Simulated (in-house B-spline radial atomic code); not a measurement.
Configurations of Ge4+, with energies counted from [Ar] 3d10. Level of theory: non-relativistic TPSSh, spin-polarised, spherical fractional occupations, exact exchange averaged over the configuration, point nucleus; calculated with an all-electron radial atomic-structure program (B-spline basis). Shells without spins written out take the highest spin.

Occupations are held fixed; configurations that lie above the ionisation limit could autoionise.

| configuration | E - E(ref) (eV) | highest orbital | its <r> (bohr) |
| --- | --- | --- | --- |
| [Ar] 3d9 4s1 | 29.998 | 4s up | 1.735 |
| [Ar] 3d9 4p1 | 41.374 | 4p up | 1.941 |
| [Ar] 3d9 4f1 | 69.232 | 4f up | 3.477 |
| [Ne] 3s2 3p5 3d10 4s1 | 116.87 | 4s up | 1.732 |

Question: Order these further configurations by energy, lowest first.
A. [Ar] 3d9 4d1
B. [Ne] 3s2 3p5 3d10 4f1
C. [Ne] 3s2 3p5 3d10 4p1
D. [Ne] 3s2 3p5 3d10 4d1

Answer: A (57.693 eV), C (128.27 eV), D (144.66 eV), B (156.22 eV).
